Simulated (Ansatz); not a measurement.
C2HO, SMILES `C#C[O+]` (excited singlet) (charge 1, multiplicity 1). This singlet is an excited state, 1.10 eV above the relaxed triplet at the level B3LYP/cc-pVTZ // B3LYP-D3(BJ)/def2-TZVP (Ansatz, a first-principles code).

These are frozen-core CCSD(T)/cc-pVDZ // B3LYP-D3(BJ)/def2-TZVP in Ansatz values and carry that method's errors.

Ansatz 0.2 input:
```yaml
crystal:
  periodic: [false, false, false]
  atoms:
    - { symbol: C, position_ang: [-0.748172, -0.287004, 0.253592] }
    - { symbol: C, position_ang: [0.586452, 0.041354, 0.045016] }
    - { symbol: O, position_ang: [1.709751, 0.150779, 0.091078] }
    - { symbol: H, position_ang: [-1.54803, 0.094871, -0.389686] }
basis:
  gaussian: { orbitals: cc-pVDZ }
correlation:
  method: ccsd_t
total_charge: 1
```

Output:

```
Functional definition: HF
438 factors; integrals over basis functions are off by at most 8.0e-4 eV
mean field evaluation 1: about -4096.3203 eV, gradient 4.8e1 eV
mean field evaluation 2: about -4096.3232 eV, gradient 4.8e1 eV
mean field evaluation 4: about -4101.3352 eV, gradient 4.2e0 eV
mean field evaluation 8: about -4101.4194 eV, gradient 1.8e-1 eV
mean field evaluation 16: about -4101.4040 eV, gradient 1.4e0 eV
mean field evaluation 32: about -4099.2568 eV, gradient 1.9e-1 eV
mean field -4101.41965791 eV, -150.7243923862 hartree, gradient 2.1e-6 eV, S^2 0.000000; 2 other end points of the search recorded, 0 dependent functions left out; unrestricted orbitals would lower it
determinant -4101.41965791 eV, -150.7243923862 hartree, with singles and doubles -4112.73093447 eV, -151.1400741326 hartree
determinant -4099.25705376 eV, -150.6449181494 hartree, with singles and doubles -4110.74461519 eV, -151.0670782455 hartree
3 core orbitals not correlated
reference -4101.41965791 eV, -150.7243923862 hartree; 7, 7 occupied and 37, 37 virtual orbitals, 438 factors
second order -10.76911503 eV of doubles, -0.00000000 eV of singles
cycle   1  -11.31441561 eV  change   -3.1e-3 eV  update   3.0e-3
cycle   2  -11.31432769 eV  change    8.8e-5 eV  update   2.3e-3
cycle   3  -11.31504572 eV  change   -7.2e-4 eV  update   1.5e-3
cycle   4  -11.31577555 eV  change   -7.3e-4 eV  update   4.8e-4
cycle   5  -11.31696532 eV  change   -1.2e-3 eV  update   2.1e-4
cycle   6  -11.31716924 eV  change   -2.0e-4 eV  update   5.4e-5
cycle   7  -11.31724667 eV  change   -7.7e-5 eV  update   2.5e-5
cycle   8  -11.31719507 eV  change    5.2e-5 eV  update   1.3e-5
cycle   9  -11.31717543 eV  change    2.0e-5 eV  update   4.0e-6
cycle  10  -11.31718202 eV  change   -6.6e-6 eV  update   1.8e-6
perturbative correction -0.48227186 eV, -0.0177231640 hartree
Total energy: -4113.21911179 eV, -151.1580143184 hartree
```
